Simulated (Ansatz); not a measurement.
A search over several starts for the lowest SCF solution of ZrCl3OH⁻, that is Zr(OH)Cl3 with one electron more at the given spin, in a small basis.

```yaml
crystal:
  periodic: [false, false, false]
  atoms:
    - {symbol: Zr, position_ang: [-0.032727, -0.057310, -0.403321]}
    - {symbol: O, position_ang: [0.118106, 0.207198, 1.464918]}
    - {symbol: H, position_ang: [0.195957, 0.343606, 2.420279]}
    - {symbol: Cl, position_ang: [2.122954, -0.172446, -1.338449]}
    - {symbol: Cl, position_ang: [-1.216803, 1.746661, -1.340532]}
    - {symbol: Cl, position_ang: [-1.187477, -2.067699, -0.802885]}
basis:
  gaussian: {orbitals: def2-SVP}
total_charge: -1
magnetization: {spin_polarized: true, initial_magnetization: 1}
hamiltonian: {xc: pbe0, dispersion: d4}
output: {orbitals: {seedname: orbitals}}
```

```sh
$ ansatz run in.yaml --threads 4 --pin off --events-out ev --progress --plain --max-ram 3916MiB
```

It prints (some lines left out):

```
Functional definition: PBE0
985 factors; integrals over basis functions are off by at most 1.0e-3 eV
mean field evaluation 1: about -40890.0326 eV, gradient 2.3e1 eV
mean field evaluation 2: about -40884.9399 eV, gradient 4.4e1 eV
mean field evaluation 4: about -40892.0014 eV, gradient 1.1e0 eV
mean field evaluation 8: about -40892.1389 eV, gradient 1.1e-1 eV
mean field evaluation 16: about -40892.1399 eV, gradient 1.7e-2 eV
mean field evaluation 32: about -40892.1410 eV, gradient 2.3e-5 eV
mean field evaluation 64: about -40892.1411 eV, gradient 7.0e-5 eV
mean field evaluation 96: about -40892.1411 eV, gradient 5.8e-3 eV
mean field -40892.14113475 eV, -1502.7584690135 hartree, gradient 7.3e-6 eV, S^2 0.752055; 14 other end points of the search recorded, 0 dependent functions left out
reference -40892.14119249 eV, -1502.7584711352 hartree; 37, 36 occupied and 67, 68 virtual orbitals, 985 factors
Total energy: -40892.33443617 eV, -1502.7655727096 hartree
```

Run time 36 s (4 threads of Arm Neoverse V1 on a shared host).

In the def2 sets Zr takes a core potential; there is no spin–orbit coupling. The highest occupied level of the charge -1 doublet lies above zero (up to 2.05 eV). By energy differences its removal costs 0.43 eV (vertical, to the charge 0 singlet, at PBE0-D4/def2-TZVPD).
